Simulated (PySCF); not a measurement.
C2Ti, SMILES [C]1[C][Ti]1 (connectivity only; charge and spin as stated), neutral, multiplicity 3.

Coordinates come from a B3LYP-D3(BJ)/def2-TZVP optimisation. The multiplicity is an assumed one; other spin states were not compared.

Calculation: B3LYP-D3(BJ)/def2-TZVP (PySCF 2.14.0).

Frequencies are harmonic and unscaled.

**Question.** List the normal modes with their intensities. (An estimate is asked for; the answer gives what the named calculation found.)

**Answer.** 
| mode | ν (cm⁻¹) | IR (km/mol) | moving atoms (share of kinetic energy) |
|---|---|---|---|
| 1 | 150 | 35.6 | C 95 % |
| 2 | 581 | 99.5 | C 67 %, Ti 33 % |
| 3 | 1706 | 0.8 | C 100 % |
